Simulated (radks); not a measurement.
Values are calculated unless marked as measured or tabulated.
The palladium ion Pd10+, configuration [Kr]. Level of theory: scalar-relativistic Kohn-Sham, PBE, spin-polarised, spherical densities, finite nucleus; Fermi nuclear charge, rms radius 4.5318 fm (a radial shooting solver on a logarithmic mesh with Libxc functionals).

X-ray form factor f0, the Fourier transform of the density (f0(0) = 36):

| sin(theta)/lambda (1/angstrom) | f0 (electrons) |
|---|---|
| 0.05 | 35.805 |
| 0.1 | 35.233 |
| 0.15 | 34.325 |
| 0.2 | 33.138 |
| 0.25 | 31.746 |
| 0.3 | 30.225 |
| 0.4 | 27.075 |
| 0.5 | 24.126 |
| 0.6 | 21.588 |
| 0.8 | 17.693 |
| 1 | 14.733 |
| 1.25 | 11.654 |
| 1.5 | 9.229 |
| 2 | 6.433 |
